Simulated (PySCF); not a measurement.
How methods differ on the interval between two levels of Si⁺

Si⁺ [Ne] 3s2 3p1 [2P3/2, M_J = 3/2] → Si⁺ [Ne] 3s1 3p2 [4P5/2, M_J = 5/2], as a difference of total energies. All numbers are calculated (PySCF 2.14, the two-component X2C-1e Hamiltonian, in x2c-TZVPall-2c (5s6p2d1f, 40 functions)). Correlated levels: [Ne] frozen; the 6 highest virtual spinors dropped. "Screened" scales the spin-orbit matrix elements by Boettger's factors to mimic the two-electron term; Breit and QED terms are absent.

```
                    method  interval between two levels (cm⁻¹)  error (cm⁻¹)
           GHF (spin-free)                               31362        -11459
          GMP2 (spin-free)                               38561         -4259
 GHF (screened spin-orbit)                               31370        -11451
GMP2 (screened spin-orbit)                               38570         -4251
```

Reference: 42821 cm⁻¹ (measured; NIST Handbook of Basic Atomic Spectroscopic Data (Sansonetti and Martin, J. Phys. Chem. Ref. Data 34, 1559 (2005))).

Errors of the correlated levels include the incompleteness of this basis and the frozen core.

The labels give the starting determinants; with spin-orbit coupling the two ends relaxed to ⟨J²⟩ = 3.77, ⟨L²⟩ = 2.01, ⟨S²⟩ = 0.75 and ⟨J²⟩ = 8.76, ⟨L²⟩ = 2.01, ⟨S²⟩ = 3.75.
